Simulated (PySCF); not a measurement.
Broadened absorption spectrum of Ge(OH)H3

Ge(OH)H3.
SMILES: `[H][Ge]([H])([H])[OH]`

Method used: TDDFT CAM-B3LYP/def2-SVPD, vertical, gas phase, core orbitals frozen in the response in PySCF. Geometry: PBE0-D3(BJ)/def2-SVP; no solvent, vibrations or thermal averaging. Relativistic effects, spin–orbit coupling among them, are left out although an element past zinc is present.

Computed states:

```
state  E (eV)       f
   S1    6.79  0.0081
   S2    7.81   0.028
   S3    7.93   0.053
   S4    8.63   0.071
   S5    8.69   0.071
   S6    8.69  0.0028
   S7    8.89   0.051
   S8    9.20   0.215
   S9    9.31  0.0002
  S10    9.68   0.042
  S11    9.69   0.059
  S12    9.84   0.097
  S13    9.99   0.097
  S14   10.14   0.091
  S15   10.29   0.096
```

Each state is given a Gaussian of 0.4 eV full width at half maximum, with ε(max) = 2.175×10⁸ f / Δν̃ (Δν̃ the width in cm⁻¹). The cross-section is σ = 3.8235×10⁻²¹ ε cm², given in Mb (10⁻¹⁸ cm²). The width is an assumption, not a result. The curve ends short of the highest state used, and states not computed would add to its high-energy end.

Question: Give the broadened spectrum and its maxima.

Answer: 
E (eV), σ (Mb) and a bar:
```
     6.19       0.00 
     6.29       0.03 
     6.39       0.14 
     6.49       0.46 
     6.59       1.08 #
     6.69       1.78 #
     6.79       2.09 #
     6.89       1.73 #
     6.99       1.01 #
     7.09       0.42 
     7.19       0.13 
     7.29       0.10 
     7.39       0.43 
     7.49       1.71 #
     7.59       5.01 ###
     7.69      10.76 #####
     7.79      16.98 #########
     7.89      19.71 ##########
     7.99      16.77 #########
     8.09      10.52 #####
     8.19       5.54 ###
     8.29       5.20 ###
     8.39      11.29 ######
     8.49      23.44 ############
     8.59      36.55 ###################
     8.69      43.09 ######################
     8.79      41.28 #####################
     8.89      38.08 ###################
     8.99      41.92 #####################
     9.09      52.51 ###########################
     9.19      58.75 ##############################
     9.29      51.54 ##########################
     9.39      37.07 ###################
     9.49      29.89 ###############
     9.59      35.99 ##################
     9.69      49.24 #########################
```

Maxima: 183 nm (6.79 eV), ε about 550, made up of S1 (100%); 157 nm (7.89 eV), ε about 5200, made up of S2 (33%) and S3 (67%); 142 nm (8.71 eV), ε about 11000, made up of S4 (37%), S5 (42%) and S7 (17%); 135 nm (9.19 eV), ε about 15000, made up of S8 (94%) (ε in L mol⁻¹ cm⁻¹; maxima over ε = 5, shares over 10%). At its high-energy end, 9.69 eV, the curve is still rising (ε about 13000, from S10, S11 and S12).

Question: What would ε be at 9.19 eV, the highest of these maxima, with half the width (0.2 eV)?

Answer: About 28600 L mol⁻¹ cm⁻¹ against 15400, a factor of about 1.9; a lone state at its own centre would give exactly 2.

Question: Coming from long wavelengths, where does ε first pass 100 L mol⁻¹ cm⁻¹?

Answer: At about 192 nm (6.47 eV), 0.31 eV below S1.

Question: On this curve, what absorbance would a 10⁻⁴ mol/L sample give at 193 nm over a 1 cm path?

Answer: 193 nm is 6.424 eV, where ε is about 57 L mol⁻¹ cm⁻¹, so A = ε c l ≈ 0.0057 (Beer–Lambert, with the gas-phase spectrum and the assumed width).
